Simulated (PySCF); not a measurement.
A geometry optimisation, step by step.

C4H14OSi2.
Bonds: C1–C2, C2–C3, C2–O4, O4–Si5, Si5–C6, C6–Si7. Hydrogens: H8, H9, H10 on C1; H11 on C2; H12, H13, H14 on C3; H15, H16 on Si5; H17, H18 on C6; H19, H20, H21 on Si7.

Computed by this run: PBE0-D3(BJ)/def2-SVP geometry optimisation, gas phase in PySCF 2.14.0; density fitting, grid level 1; the optimiser is geomeTRIC in internal coordinates, started from a GFN2-xTB structure with every atom displaced at random (about 0.01 Å). 9 of its 13 geometries are shown. The frame can shift and turn from step to step; on so coarse a grid that alone can change the energy by a few meV, and forces under 0.02 eV/Å are noise.

Step 0: E = -22156.2112 eV, largest atomic force 3.459 eV/Å
```
atom  x, y, z in Å  |  force x, y, z in eV/Å
C1     -2.285   -0.048   -1.195   -0.324   1.353   1.029
C2     -1.475   -0.633   -0.081    0.398   0.323   0.746
C3     -2.246   -0.617    1.238    1.249   0.829  -0.610
O4     -0.233    0.070    0.104   -2.800  -1.288   1.572
Si5     0.848    0.564   -0.955    2.014   1.321   0.129
C6      2.273    1.112    0.170   -0.407  -0.810  -0.121
Si7     2.971   -0.236    1.324   -1.104   0.912  -0.506
H8     -3.234   -0.548   -1.298   -0.654  -0.488  -0.129
H9     -1.769   -0.078   -2.122    0.656  -0.114  -1.352
H10    -2.508    1.022   -0.971    0.084  -0.362  -0.099
H11    -1.228   -1.670   -0.336    0.114  -0.363  -0.010
H12    -3.119   -1.220    1.183   -1.179  -0.732  -0.150
H13    -1.620   -0.999    2.027    0.489  -0.313   0.612
H14    -2.518    0.409    1.508   -0.111   0.188  -0.031
H15     0.362    1.682   -1.763   -0.194   0.538  -0.413
H16     1.249   -0.489   -1.860    0.354  -0.825  -0.690
H17     1.962    1.969    0.774   -0.269   0.209   0.213
H18     3.065    1.481   -0.465    0.762   0.222  -0.450
H19     1.946   -0.682    2.287   -0.240  -0.119   0.240
H20     3.401   -1.376    0.544    0.334  -0.778  -0.500
H21     4.087    0.308    2.065    0.829   0.296   0.519
```

Step 2: E = -22156.5646 eV, largest atomic force 0.127 eV/Å
```
atom  x, y, z in Å  |  force x, y, z in eV/Å
C1     -2.339   -0.098   -1.153   -0.005   0.029  -0.025
C2     -1.450   -0.685   -0.068    0.001  -0.034   0.017
C3     -2.180   -0.850    1.250   -0.021  -0.007   0.040
O4     -0.320    0.129    0.176    0.076   0.063  -0.080
Si5     0.826    0.639   -0.923   -0.047  -0.057   0.016
C6      2.280    1.238    0.081   -0.028   0.042   0.109
Si7     2.957   -0.022    1.307    0.007  -0.013  -0.011
H8     -3.255   -0.695   -1.276    0.018  -0.015  -0.006
H9     -1.825   -0.071   -2.128   -0.006   0.016   0.028
H10    -2.630    0.931   -0.889   -0.004  -0.010   0.005
H11    -1.098   -1.682   -0.403   -0.017  -0.003  -0.008
H12    -3.044   -1.525    1.150    0.032   0.013  -0.021
H13    -1.501   -1.260    2.012    0.004   0.004  -0.006
H14    -2.540    0.128    1.607    0.003  -0.003  -0.008
H15     0.298    1.741   -1.788    0.000  -0.006  -0.009
H16     1.228   -0.503   -1.810   -0.015   0.010  -0.004
H17     1.969    2.138    0.640    0.001  -0.015  -0.013
H18     3.086    1.552   -0.605    0.013  -0.022  -0.022
H19     1.917   -0.414    2.303    0.002   0.006   0.003
H20     3.407   -1.249    0.577   -0.012  -0.002   0.011
H21     4.132    0.535    2.049   -0.002   0.007  -0.016
```

Step 3: E = -22156.5687 eV, largest atomic force 0.066 eV/Å
```
atom  x, y, z in Å  |  force x, y, z in eV/Å
C1     -2.356   -0.065   -1.138   -0.009   0.012   0.034
C2     -1.446   -0.677   -0.085    0.026  -0.016   0.014
C3     -2.150   -0.875    1.243    0.034   0.019  -0.006
O4     -0.311    0.133    0.154   -0.059   0.022  -0.019
Si5     0.839    0.623   -0.945    0.022  -0.022   0.041
C6      2.280    1.228    0.074   -0.003   0.013  -0.008
Si7     2.929   -0.011    1.335   -0.023   0.002   0.000
H8     -3.267   -0.669   -1.266    0.001  -0.006  -0.010
H9     -1.857   -0.003   -2.117    0.018   0.015  -0.020
H10    -2.652    0.952   -0.839   -0.008  -0.010   0.004
H11    -1.099   -1.665   -0.450   -0.019  -0.008  -0.013
H12    -3.010   -1.551    1.136   -0.023  -0.018   0.005
H13    -1.455   -1.301    1.980   -0.001   0.000   0.003
H14    -2.507    0.093    1.629   -0.003   0.000  -0.002
H15     0.325    1.711   -1.834   -0.002   0.005  -0.006
H16     1.239   -0.536   -1.809    0.009  -0.003  -0.020
H17     1.972    2.143    0.608   -0.005   0.004  -0.011
H18     3.097    1.515   -0.610    0.027   0.001   0.008
H19     1.878   -0.359    2.335    0.006   0.004   0.008
H20     3.365   -1.263    0.643   -0.005  -0.013  -0.004
H21     4.107    0.554    2.064    0.016   0.001   0.002
```

Step 4: E = -22156.5727 eV, largest atomic force 0.140 eV/Å
```
atom  x, y, z in Å  |  force x, y, z in eV/Å
C1     -2.382   -0.019   -1.117   -0.003   0.000   0.049
C2     -1.446   -0.667   -0.110    0.035  -0.012   0.008
C3     -2.116   -0.913    1.228    0.057   0.025  -0.035
O4     -0.305    0.137    0.127   -0.137   0.000   0.028
Si5     0.859    0.597   -0.967    0.067  -0.005   0.025
C6      2.287    1.216    0.063    0.011  -0.012  -0.077
Si7     2.896    0.010    1.373   -0.029   0.010   0.012
H8     -3.286   -0.629   -1.258   -0.006   0.001  -0.008
H9     -1.901    0.097   -2.100    0.021   0.013  -0.034
H10    -2.686    0.980   -0.764   -0.009  -0.008   0.000
H11    -1.109   -1.641   -0.519   -0.013  -0.005  -0.009
H12    -2.975   -1.589    1.115   -0.039  -0.024   0.016
H13    -1.401   -1.363    1.931   -0.003  -0.004   0.010
H14    -2.466    0.038    1.656   -0.004   0.002   0.003
H15     0.366    1.666   -1.892   -0.008   0.011   0.004
H16     1.259   -0.584   -1.799    0.019  -0.007  -0.018
H17     1.986    2.154    0.559   -0.006   0.015  -0.007
H18     3.121    1.461   -0.618    0.021   0.014   0.026
H19     1.832   -0.271    2.382    0.007   0.006   0.009
H20     3.302   -1.281    0.737   -0.003  -0.013  -0.010
H21     4.085    0.576    2.083    0.020  -0.007   0.009
```

Step 6: E = -22156.5879 eV, largest atomic force 0.128 eV/Å
```
atom  x, y, z in Å  |  force x, y, z in eV/Å
C1     -2.489    0.181   -0.991    0.000  -0.010   0.007
C2     -1.446   -0.618   -0.227    0.004  -0.015  -0.019
C3     -1.956   -1.112    1.113    0.004  -0.002  -0.042
O4     -0.296    0.169    0.016   -0.083   0.018   0.096
Si5     0.949    0.480   -1.039    0.082  -0.018  -0.075
C6      2.345    1.156   -0.004    0.048  -0.048  -0.067
Si7     2.715    0.145    1.541   -0.024   0.005   0.020
H8     -3.368   -0.440   -1.220   -0.013   0.011   0.012
H9     -2.083    0.557   -1.942    0.006  -0.010  -0.012
H10    -2.815    1.047   -0.395    0.000   0.005   0.000
H11    -1.160   -1.499   -0.839    0.014   0.009   0.001
H12    -2.817   -1.784    0.981   -0.016   0.000   0.014
H13    -1.161   -1.656    1.644   -0.003  -0.010   0.005
H14    -2.265   -0.260    1.737    0.005   0.004   0.009
H15     0.557    1.449   -2.112   -0.029   0.016   0.027
H16     1.348   -0.799   -1.714    0.017   0.007   0.006
H17     2.122    2.194    0.291   -0.005   0.016  -0.002
H18     3.252    1.183   -0.633   -0.009   0.026   0.021
H19     1.620    0.264    2.547    0.001   0.009  -0.002
H20     2.881   -1.299    1.184    0.000   0.001  -0.004
H21     3.988    0.619    2.171    0.002  -0.013   0.006
```

Step 8: E = -22156.5923 eV, largest atomic force 0.064 eV/Å
```
atom  x, y, z in Å  |  force x, y, z in eV/Å
C1     -2.499    0.245   -0.932   -0.001   0.001  -0.023
C2     -1.433   -0.605   -0.260   -0.026   0.011   0.002
C3     -1.897   -1.180    1.063   -0.017  -0.019   0.025
O4     -0.276    0.171   -0.009    0.061  -0.018  -0.002
Si5     0.983    0.442   -1.067   -0.035   0.009  -0.005
C6      2.380    1.124   -0.036   -0.004   0.043   0.025
Si7     2.621    0.191    1.584   -0.010  -0.013   0.003
H8     -3.391   -0.353   -1.168    0.003  -0.002   0.007
H9     -2.122    0.680   -1.871   -0.013  -0.011   0.007
H10    -2.799    1.071   -0.268    0.013   0.009  -0.004
H11    -1.172   -1.444   -0.936    0.019   0.004  -0.001
H12    -2.777   -1.828    0.930    0.010   0.015  -0.010
H13    -1.094   -1.771    1.527   -0.002  -0.001  -0.010
H14    -2.164   -0.366    1.755    0.008  -0.001  -0.004
H15     0.589    1.396   -2.153    0.002  -0.007  -0.001
H16     1.382   -0.854   -1.707   -0.011   0.005  -0.007
H17     2.190    2.187    0.191   -0.004  -0.012  -0.003
H18     3.311    1.085   -0.628    0.004  -0.020   0.002
H19     1.511    0.478    2.538    0.004   0.005   0.000
H20     2.668   -1.282    1.324   -0.003   0.002   0.007
H21     3.912    0.587    2.231    0.000   0.000  -0.009
```

Step 9: E = -22156.5928 eV, largest atomic force 0.087 eV/Å
```
atom  x, y, z in Å  |  force x, y, z in eV/Å
C1     -2.496    0.266   -0.911   -0.001   0.001  -0.017
C2     -1.425   -0.600   -0.271   -0.025   0.016   0.006
C3     -1.873   -1.205    1.045   -0.016  -0.017   0.030
O4     -0.264    0.170   -0.016    0.077  -0.025  -0.031
Si5     0.995    0.435   -1.078   -0.052   0.011   0.025
C6      2.393    1.111   -0.046   -0.022   0.054   0.032
Si7     2.575    0.207    1.600   -0.004  -0.016  -0.004
H8     -3.396   -0.324   -1.142    0.005  -0.003   0.004
H9     -2.133    0.715   -1.848   -0.011  -0.008   0.005
H10    -2.781    1.082   -0.228    0.012   0.007  -0.005
H11    -1.172   -1.424   -0.969    0.015   0.002   0.000
H12    -2.761   -1.840    0.909    0.011   0.012  -0.011
H13    -1.068   -1.815    1.481   -0.001   0.001  -0.009
H14    -2.120   -0.405    1.760    0.005  -0.002  -0.005
H15     0.599    1.387   -2.165    0.009  -0.009  -0.007
H16     1.388   -0.865   -1.715   -0.012   0.004  -0.013
H17     2.221    2.182    0.158   -0.001  -0.012  -0.004
H18     3.333    1.040   -0.619    0.008  -0.028   0.002
H19     1.468    0.568    2.531    0.004   0.002   0.004
H20     2.564   -1.273    1.377   -0.003   0.004   0.008
H21     3.874    0.563    2.254    0.002   0.004  -0.010
```

Step 10: E = -22156.5937 eV, largest atomic force 0.076 eV/Å
```
atom  x, y, z in Å  |  force x, y, z in eV/Å
C1     -2.484    0.271   -0.906    0.000   0.000  -0.003
C2     -1.412   -0.601   -0.274   -0.011   0.013   0.008
C3     -1.858   -1.217    1.037   -0.003   0.001   0.016
O4     -0.249    0.166   -0.016    0.051  -0.030  -0.048
Si5     1.000    0.444   -1.088   -0.042   0.010   0.051
C6      2.402    1.102   -0.048   -0.038   0.038   0.026
Si7     2.534    0.211    1.610    0.006  -0.007  -0.012
H8     -3.393   -0.311   -1.119    0.004  -0.002  -0.001
H9     -2.130    0.709   -1.852   -0.005   0.000   0.000
H10    -2.748    1.096   -0.225    0.005   0.001  -0.003
H11    -1.160   -1.419   -0.980    0.003  -0.002   0.001
H12    -2.756   -1.838    0.899    0.006   0.003  -0.007
H13    -1.058   -1.843    1.458    0.000   0.002  -0.003
H14    -2.088   -0.424    1.765   -0.001  -0.001  -0.004
H15     0.594    1.410   -2.157    0.010  -0.003  -0.009
H16     1.383   -0.848   -1.744   -0.005   0.002  -0.016
H17     2.250    2.177    0.146    0.007  -0.005  -0.008
H18     3.349    1.005   -0.606    0.011  -0.025   0.005
H19     1.438    0.633    2.528    0.001  -0.001   0.007
H20     2.464   -1.271    1.411   -0.004   0.002   0.004
H21     3.843    0.522    2.268    0.004   0.005  -0.006
```

Step 12: E = -22156.5954 eV, largest atomic force 0.025 eV/Å
```
atom  x, y, z in Å  |  force x, y, z in eV/Å
C1     -2.467    0.243   -0.936    0.003  -0.001   0.008
C2     -1.403   -0.611   -0.268    0.011   0.001   0.008
C3     -1.866   -1.198    1.051    0.004   0.010  -0.011
O4     -0.244    0.161   -0.008   -0.017  -0.009  -0.017
Si5     0.989    0.483   -1.083    0.009  -0.002   0.008
C6      2.398    1.108   -0.032   -0.012  -0.008  -0.005
Si7     2.528    0.188    1.611    0.007   0.007  -0.001
H8     -3.380   -0.343   -1.126   -0.001   0.001  -0.003
H9     -2.112    0.640   -1.899    0.006   0.004  -0.005
H10    -2.726    1.095   -0.290   -0.006  -0.003   0.002
H11    -1.137   -1.445   -0.950   -0.008  -0.002   0.003
H12    -2.764   -1.818    0.913   -0.004  -0.009   0.004
H13    -1.074   -1.818    1.493    0.002   0.002   0.004
H14    -2.102   -0.389    1.759   -0.006   0.001   0.001
H15     0.576    1.483   -2.118   -0.004   0.006   0.007
H16     1.364   -0.784   -1.792    0.008   0.001  -0.003
H17     2.264    2.182    0.179    0.009   0.006  -0.009
H18     3.343    1.001   -0.591    0.003   0.000   0.004
H19     1.456    0.621    2.553   -0.002  -0.002   0.001
H20     2.425   -1.289    1.396   -0.001  -0.002  -0.002
H21     3.853    0.466    2.249    0.000  -0.002   0.004
```

Question: Summarise the path.

Answer: The energy falls by 37.07 kJ/mol from step 0 to step 12; nine tenths of that is first reached at step 2. It falls at every step. The largest force goes from 3.459 to 0.025 eV/Å. Among the bonds O4–Si5 changes most, from 1.592 to 1.667 Å; the atoms move by 0.706 Å rms after alignment.

Question: Follow the three bonds and two angles with the largest change from start to end.

Answer: 
```tsv
step	E above end (kJ/mol)	largest force (eV/Å)	O4–Si5 (Å)	Si5–H16 (Å)	Si7–H21 (Å)	C2–O4–Si5 (°)	O4–Si5–C6 (°)
0	37.07	3.459	1.592	1.444	1.446	130.7	101.8
1	4.77	0.570	1.676	1.507	1.503	127.9	108.1
2	2.97	0.127	1.668	1.501	1.497	127.7	106.2
3	2.58	0.066	1.664	1.499	1.496	127.7	105.6
4	2.18	0.140	1.662	1.499	1.496	127.7	105.4
5	1.48	0.161	1.661	1.500	1.496	127.6	105.5
6	0.72	0.128	1.661	1.500	1.497	127.2	106.0
7	0.52	0.074	1.663	1.500	1.497	126.9	106.1
8	0.29	0.064	1.667	1.500	1.497	126.5	105.9
9	0.25	0.087	1.669	1.499	1.497	126.2	105.7
10	0.16	0.076	1.669	1.499	1.497	126.0	105.3
11	0.04	0.045	1.668	1.499	1.497	126.1	105.1
12	0.00	0.025	1.667	1.500	1.497	126.3	105.1
```

The cost below is that of the whole optimisation. Hardware: one thread of an Arm Neoverse V1, no GPU, on a shared host. Cost: 3.4 min, 0.72 GiB resident at most.
